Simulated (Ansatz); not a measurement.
`[SiH3][SiH2][SiH2][SiH3]` and `[AlH2][SiH2][SiH2][SiH3]` differ in one atom or group.

Ansatz, PBE0-D4/def2-TZVP geometries, multiplicity 1. Each molecule was computed in one conformer, which needn't be the lowest.

```json
{"property": "HOMO energy (B3LYP/def2-TZVPP) / eV", "`[SiH3][SiH2][SiH2][SiH3]`": "-7.71"}
{"property": "LUMO energy (PBE0/def2-TZVPP) / eV", "`[SiH3][SiH2][SiH2][SiH3]`": "-0.34"}
{"property": "HOMO energy (PBE/def2-TZVPP) / eV", "`[SiH3][SiH2][SiH2][SiH3]`": "-6.88"}
{"property": "size of the dipole moment (ωB97M-V/def2-TZVPP) / D", "`[SiH3][SiH2][SiH2][SiH3]`": "0.14"}
{"property": "HOMO–LUMO gap (PBE/def2-TZVPP) / eV", "`[SiH3][SiH2][SiH2][SiH3]`": "5.73"}
{"property": "zero-point energy (PBE0-D4/def2-TZVP) / kJ/mol", "`[SiH3][SiH2][SiH2][SiH3]`": "219.0"}
```

**Question.** What does the change do to each property? (Estimate.)

**Answer.** Ansatz gave: 
| property | `[AlH2][SiH2][SiH2][SiH3]` | shift |
| --- | --- | --- |
| HOMO energy (B3LYP/def2-TZVPP) / eV | -7.01 | 0.70 |
| LUMO energy (PBE0/def2-TZVPP) / eV | -1.38 | -1.04 |
| HOMO energy (PBE/def2-TZVPP) / eV | -6.20 | 0.68 |
| size of the dipole moment (ωB97M-V/def2-TZVPP) / D | 1.53 | 1.39 |
| HOMO–LUMO gap (PBE/def2-TZVPP) / eV | 4.04 | -1.69 |
| zero-point energy (PBE0-D4/def2-TZVP) / kJ/mol | 190.4 | -28.6 |

With PBE0 the HOMO rises by 0.70 eV and the LUMO falls by 1.04 eV, so the gap narrows by about 1.74 eV. PBE moves the HOMO by 0.68 eV and ωB97M-V by 0.71 eV. The zero-point energy changes by -28.6 kJ/mol with -3 modes. Dipoles are sizes alone; their direction can turn.

B3LYP here is the variant with VWN-RPA as its local correlation; programs differ in this.
